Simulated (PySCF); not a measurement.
GeH₄, SMILES [GeH4].

Geometry optimised at ωB97X-D3(BJ)/def2-TZVPD. The isomer is the one that the SMILES or the coordinates give; other isomers of the formula were not compared.

Level of theory: PBE0/def2-TZVPD (PySCF).

Isolated molecule, no solvent.

```json
{
 "total_energy": "-2079.11889 hartree",
 "point_group": "Td",
 "highest_occupied_level": "-9.65 eV",
 "lowest_empty_level": "0.25 eV",
 "orbital_gap": "9.90 eV",
 "dipole_moment": "0.00 D",
 "quadrupole, principal values (traceless, Buckingham form, about the centre of nuclear charge)": "0.00, 0.00, 0.00 D·Å",
 "mean_static_polarisability": "35.2 bohr³ (5.22 Å³)",
 "polarisability_principal_values": "35.2, 35.2, 35.2 bohr³"
}
```
